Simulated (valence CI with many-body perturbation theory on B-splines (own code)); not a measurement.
The numbers below are computed, except where a source is named.
**Level structure of Bi XXXIII**

Level of theory: configuration interaction combined with many-body perturbation theory (CI+MBPT): five valence electrons over a frozen Dirac-Fock core [Kr] 4d10, a basis of 7 s, 7 p, 7 d, 7 f, 4 g, 2 h functions for each j, with the one-electron correlation potential Σ1, the two-electron term Σ2, the three-electron term Σ3, Breit, model QED; selected CI, second order for the rest, scaled by the run's own slope (own B-spline code, finite nucleus).

The last digits are not significant, and no measured levels were compared; by estimate large intervals hold to a few tenths of a per cent, small ones and those within an open d or f shell to about a per cent. Among the levels kept, up to 960 cm⁻¹ of a level comes from second order outside the variational space, and about a tenth of that is noise between levels of different J, which matters for small intervals. Only levels of the ground parity were solved; by the run's estimate the other parity begins above the list, which can be wrong where configurations are misplaced.

Levels 1 to 45 of 193, with energies above the lowest level, (4f5/2^5) J=5/2. "Leading %" is the weight of the configuration and term that name the level; weights of strongly mixed levels are sums over their largest components and can fall short. In the jj column 3d3/2^4 stands for four electrons in 3d with j = 3/2.

```csv
No.,Configuration,Term,J,E (cm⁻¹),Leading %,Second component,g,Leading jj
1,4f⁵,⁶H°,5/2,0.0,40,35 % 4f⁵ ⁴G°,0.568,4f5/2^5 (77 %)
2,4f⁵,⁶H°,7/2,32591,65,26 % 4f⁵ ⁴G°,0.902,4f5/2^4 4f7/2 (82 %)
3,4f⁵,⁶H°,5/2,44839,26,25 % 4f⁵ ⁶F°,0.990,4f5/2^4 4f7/2 (70 %)
4,4f⁵,⁶F°,3/2,48634,50,28 % 4f⁵ ⁴F°,0.899,4f5/2^4 4f7/2 (87 %)
5,4f⁵,⁶F°,1/2,53938,66,25 % 4f⁵ ⁴D°,-0.387,4f5/2^4 4f7/2 (70 %)
6,4f⁵,⁶H°,9/2,54691,69,11 % 4f⁵ ⁴G°,1.050,4f5/2^3 4f7/2^2 (47 %)
7,4f⁵,⁶H°,11/2,68084,53,20 % 4f⁵ ⁴I°,1.105,4f5/2^4 4f7/2 (50 %)
8,4f⁵,⁶F°,7/2,70063,48,20 % 4f⁵ ⁴F°,1.241,4f5/2^3 4f7/2^2 (47 %)
9,4f⁵,²L°,15/2,70253,21,20 % 4f⁵ ⁴M°,1.032,4f5/2^4 4f7/2 (89 %)
10,4f⁵,⁶H°,13/2,75504,32,27 % 4f⁵ ⁴I°,1.103,4f5/2^4 4f7/2 (60 %)
11,4f⁵,⁶F°,9/2,86778,45,15 % 4f⁵ ⁴G°,1.266,4f5/2^4 4f7/2 (48 %)
12,4f⁵,⁶F°,5/2,94089,49,16 % 4f⁵ ²F°,1.085,4f5/2^3 4f7/2^2 (74 %)
13,4f⁵,⁶F°,11/2,100690,27,24 % 4f⁵ ⁴G°,1.206,4f5/2^4 4f7/2 (44 %)
14,4f⁵,⁶H°,15/2,102630,34,33 % 4f⁵ ⁴M°,1.091,4f5/2^3 4f7/2^2 (81 %)
15,4f⁵,⁴I°,9/2,104010,45,20 % 4f⁵ ²H°,0.926,4f5/2^3 4f7/2^2 (68 %)
16,4f⁵,⁴F°,3/2,105210,60,30 % 4f⁵ ⁶F°,0.660,4f5/2^3 4f7/2^2 (83 %)
17,4f⁵,⁴P°,5/2,106780,27,21 % 4f⁵ ⁶P°,1.244,4f5/2^3 4f7/2^2 (58 %)
18,4f⁵,⁴L°,13/2,107790,42,35 % 4f⁵ ⁶H°,1.007,4f5/2^3 4f7/2^2 (56 %)
19,4f⁵,⁴K°,11/2,108420,36,22 % 4f⁵ ⁶F°,1.060,4f5/2^3 4f7/2^2 (58 %)
20,4f⁵,²P°,1/2,118400,65,23 % 4f⁵ ⁶F°,0.377,4f5/2^3 4f7/2^2 (67 %)
21,4f⁵,⁴G°,7/2,119300,35,22 % 4f⁵ ⁶F°,1.016,4f5/2^3 4f7/2^2 (70 %)
22,4f⁵,⁴M°,17/2,119440,59,18 % 4f⁵ ⁴L°,1.012,4f5/2^3 4f7/2^2 (97 %)
23,4f⁵,⁶P°,3/2,122000,44,35 % 4f⁵ ⁴P°,1.880,4f5/2^3 4f7/2^2 (56 %)
24,4f⁵,²G°,7/2,129710,37,22 % 4f⁵ ⁴G°,0.909,4f5/2^3 4f7/2^2 (52 %)
25,4f⁵,⁴G°,9/2,133530,39,32 % 4f⁵ ⁴H°,1.044,4f5/2^3 4f7/2^2 (86 %)
26,4f⁵,⁴L°,15/2,133740,52,26 % 4f⁵ ⁴K°,1.000,4f5/2^3 4f7/2^2 (87 %)
27,4f⁵,⁴I°,9/2,135440,29,21 % 4f⁵ ⁶F°,1.025,4f5/2^3 4f7/2^2 (39 %)
28,4f⁵,⁴M°,19/2,135830,48,24 % 4f⁵ ²N°,1.049,4f5/2^3 4f7/2^2 (82 %)
29,4f⁵,⁴H°,11/2,138980,30,21 % 4f⁵ ⁴I°,1.090,4f5/2^3 4f7/2^2 (70 %)
30,4f⁵,²N°,21/2,140940,43,38 % 4f⁵ ⁴M°,1.063,4f5/2^3 4f7/2^2 (88 %)
31,4f⁵,⁴K°,13/2,142240,56,26 % 4f⁵ ²K°,0.961,4f5/2^3 4f7/2^2 (83 %)
32,4f⁵,⁴G°,5/2,142280,36,28 % 4f⁵ ⁴F°,0.841,4f5/2^3 4f7/2^2 (53 %)
33,4f⁵,²M°,17/2,143950,41,29 % 4f⁵ ⁴L°,1.013,4f5/2^3 4f7/2^2 (92 %)
34,4f⁵,⁴F°,5/2,147720,27,23 % 4f⁵ ²D°,1.225,4f5/2^3 4f7/2^2 (49 %)
35,4f⁵,⁴I°,13/2,147830,35,25 % 4f⁵ ⁴H°,1.083,4f5/2^3 4f7/2^2 (86 %)
36,4f⁵,⁴D°,7/2,148710,36,31 % 4f⁵ ⁶P°,1.409,4f5/2^3 4f7/2^2 (64 %)
37,4f⁵,⁶H°,15/2,151330,31,26 % 4f⁵ ²K°,1.099,4f5/2^2 4f7/2^3 (52 %)
38,4f⁵,⁴P°,3/2,151370,26,20 % 4f⁵ ²D°,1.248,4f5/2^4 4f7/2 (46 %)
39,4f⁵,⁴F°,9/2,155770,26,18 % 4f⁵ ⁴G°,1.086,4f5/2^3 4f7/2^2 (65 %)
40,4f⁵,⁴I°,11/2,157450,41,20 % 4f⁵ ⁴K°,1.012,4f5/2^2 4f7/2^3 (54 %)
41,4f⁵,²I°,11/2,159560,25,17 % 4f⁵ ⁴K°,1.015,4f5/2^3 4f7/2^2 (38 %)
42,4f⁵,⁴L°,13/2,160120,25,24 % 4f⁵ ⁶H°,1.048,4f5/2^2 4f7/2^3 (52 %)
43,4f⁵,⁴G°,5/2,160580,35,24 % 4f⁵ ⁶P°,1.074,4f5/2^3 4f7/2^2 (65 %)
44,4f⁵,⁴G°,7/2,162390,50,15 % 4f⁵ ⁴H°,1.018,4f5/2^3 4f7/2^2 (61 %)
45,4f⁵,²P°,3/2,167430,25,21 % 4f⁵ ⁶P°,1.379,4f5/2^3 4f7/2^2 (79 %)
```

Where two levels of one J and parity lie close, their mixing, g and order are uncertain.

The ionisation energy to 4f⁴ ⁵I4 of the next ion comes out as 1228.3 eV (NIST: 1250 ± 60 eV (theoretical)). All 193 levels together are meant to be complete up to 441460 cm⁻¹.
